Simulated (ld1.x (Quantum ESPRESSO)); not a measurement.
Li (Z = 3): PAW pseudisation with LDA (PZ), scalar-relativistic reference atom.

```json
{
 "Element": "lithium (Li)",
 "Generator": "ld1.x (Quantum ESPRESSO) 7.5",
 "Type": "PAW",
 "Functional": "LDA (PZ)",
 "Relativity": "scalar-relativistic",
 "Frozen core": "none",
 "Valence charge": "3",
 "Reference configuration": "1s2 2s1 2p0",
 "Partial waves": "1s (bound): rcut 1.10, rcutus 1.40 bohr; 2s (bound): rcut 1.10, rcutus 1.40 bohr; 2p (bound, empty): rcut 3.95, rcutus 4.50 bohr; 2p channel at 1.2 Ry: rcut 3.95, rcutus 4.50 bohr",
 "Local potential": "all-electron potential smoothed inside 4.45 bohr (lloc = -1)",
 "Core correction": "none",
 "Augmentation charge": "PSQ, inside the norm-conserving radii"
}
```

All-electron outer shells of the reference configuration (LDA (PZ), scalar-relativistic, ld1.x):

```csv
shell,level (eV),outermost node (bohr),outermost maximum (bohr)
1s,-51.10,–,0.36
2s,-2.88,0.84,3.12
2p,-1.13,–,3.91
```

Task: Estimate the cutoffs (Ry, on a coarse ladder) from which the occupation-weighted sum of valence levels, in a spherical-Bessel basis at the reference potential, stays within 10 and 1 mRy of its value at 400 Ry.

Result: 40 Ry and 50 Ry.

Task: Does the potential have ghost states?

Result: No extra level below or beside the all-electron valence levels (s, p, d, f tested).

Task: Is the overlap operator S = 1 + Σ q|β⟩⟨β| positive definite (Bessel basis up to 400 Ry)?

Result: Yes: its lowest eigenvalue is 0.45 (s channel).

Task: Which valence shell sets the plane-wave cutoff?

Result: 2s: its level needs 50 Ry to come within 1 mRy, against 30 Ry for 1s.

Test run stopped at test 5 of 6 (negative rho), 4 before it not solved. Not counted: 1s2 2s0.5 2p0 (solver errors, printed error -84.9 eV); 1s2 2s0 2p0 (solver errors, printed error -75.2 eV); 1s2 2s0 2p1 (solver errors, printed error -67.5 eV); 1 more.
